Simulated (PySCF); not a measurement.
Radiative rates from a computed spectrum

SnCl3(SiMe3), C3H9Cl3SiSn.
Geometry (PBE0-D3(BJ)/def2-SVP, Å), atoms numbered from 1 in this order:
```
atom  x, y, z in Å
Sn1    1.1026    1.7931    0.7161
Cl2    1.2871    1.9631    3.0572
Cl3    3.3167    1.7365   -0.0843
Cl4    0.2754    3.8763   -0.0001
Si5   -0.2028   -0.2796   -0.1017
C6     0.7453   -1.7430    0.5807
C7    -1.9369   -0.1457    0.5904
C8    -0.1408   -0.1782   -1.9704
H9     0.2678   -2.6814    0.2537
H10    0.7600   -1.7314    1.6811
H11    1.7856   -1.7431    0.2218
H12   -1.9253   -0.1167    1.6905
H13   -2.4451    0.7595    0.2253
H14   -2.5311   -1.0204    0.2776
H15   -0.6515    0.7243   -2.3385
H16    0.9001   -0.1551   -2.3269
H17   -0.6356   -1.0588   -2.4121
```

Computed with TDDFT wB97X-D/def2-SVPD, vertical, gas phase, core orbitals frozen in the response, def2 core potentials past Kr (PySCF 2.14.0, density-fitted response routines). Spin–orbit coupling is left out.

Computed singlets with f of 0.002 or more:

```
state  ν̃ (cm⁻¹)       f
   S1      45070   0.351
   S3      48740  0.0032
   S4      48830  0.0037
   S5      51110   0.016
   S6      51270   0.014
   S7      53280   0.129
   S8      53470   0.133
   S9      56060   0.044
```

Problem. Turn these into Einstein A coefficients, radiative lifetimes, transition dipoles and integrated cross-sections.

Solution. Relations used (vacuum, state to state): A = 0.6670 f ν̃² s⁻¹ (ν̃ in cm⁻¹); τ = 1/A; f = (2/3) ΔE |μ|² in atomic units; ∫σ dE = 109.76 f Mb·eV.

| state | A (s⁻¹) | τ | \|μ\| (D) | ∫σ dE (Mb·eV) |
| --- | --- | --- | --- | --- |
| S1 | 4.7×10⁸ | 2.1 ns | 4.07 | 38 |
| S3 | 5.1×10⁶ | 200 ns | 0.38 | 0.35 |
| S4 | 6.0×10⁶ | 170 ns | 0.40 | 0.41 |
| S5 | 2.9×10⁷ | 35 ns | 0.83 | 1.8 |
| S6 | 2.4×10⁷ | 41 ns | 0.76 | 1.5 |
| S7 | 2.4×10⁸ | 4.1 ns | 2.27 | 14 |
| S8 | 2.5×10⁸ | 3.9 ns | 2.30 | 15 |
| S9 | 9.3×10⁷ | 11 ns | 1.30 | 4.9 |

Only emission to the ground state at the vertical energy is counted.

Problem. By what factor does the largest A in the list exceed the smallest?

Solution. S1 has 93 times the rate of S3.

Problem. Which computed singlets stay under f = 0.002?

Solution. S2 (5.91 eV, f 0.0000) and S10 (7.29 eV, f 0.0005).

Problem. How much energy does a mole of photons resonant with S1 carry?

Solution. 5.588 eV × 96.485 = 539 kJ/mol (129 kcal/mol).
